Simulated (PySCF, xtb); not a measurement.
difluoro(silyloxy)silane (F2H4OSi2), SMILES F[SiH](F)O[SiH3].

xtb with GFN2-xTB at its own geometry gives an orbital gap of 6.16 eV and a dipole moment of 2.15 D.

The structure is a stationary point at B3LYP-D3(BJ)/def2-SVP. The geometry has at least one imaginary mode, so it is a saddle point at that level. The values are those of a single conformer.

**Question.** What does PySCF with CAM-B3LYP/def2-TZVP give? (An estimate is asked for; the answer gives what the named calculation found.)

**Answer.** gap 11.75 eV (levels -10.92 and 0.83 eV), dipole 1.64 D.
